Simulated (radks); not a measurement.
Values are calculated unless marked as measured or tabulated.
Q: These are the eigenvalues of the occupied orbitals of an atom or ion with whole-number occupations (Ry). Code: a radial shooting solver on a logarithmic mesh with Libxc functionals. Model: scalar-relativistic Kohn-Sham, Wu-Cohen GGA, spin-polarised, spherical densities, finite nucleus; Fermi nuclear charge, rms radius of each element as measured or else 0.836 A^(1/3) + 0.57 fm.

| orbital | eigenvalue |
|---|---|
| 1s up | -5265.258 |
| 1s down | -5265.257 |
| 2s up | -913.3934 |
| 2s down | -913.3753 |
| 2p up | -797.4867 |
| 2p down | -797.4720 |
| 3s up | -211.8683 |
| 3s down | -211.8620 |
| 3p up | -177.6730 |
| 3p down | -177.6661 |
| 3d up | -138.8171 |
| 3d down | -138.8048 |
| 4s up | -44.62835 |
| 4s down | -44.61061 |
| 4p up | -33.40592 |
| 4p down | -33.38871 |
| 4d up | -19.30595 |
| 4d down | -19.28532 |
| 5s up | -6.87668 |
| 5s down | -6.71908 |
| 5p up | -4.09193 |
| 5p down | -3.88408 |
| 4f up | -3.66432 |
| 4f down | -3.62599 |
| 5d up | -1.04054 |
| 6s up | -1.00335 |

Which element is it, and in what charge state? The configuration may be excited. Open shells, if any, are filled with parallel spins first.

A: Z = 75, rhenium, charge +1: Re+ in [Xe] 4f14 5d5 6s1. The list shows which subshells hold electrons but not how many an open one holds; the 1s level, -2632.6 hartree, gives Z - s = 72.6 by -(Z - s)^2/2, which with screening and relativity narrows Z to a few neighbours, and the depths of the outer levels then fix element, charge and occupations together.
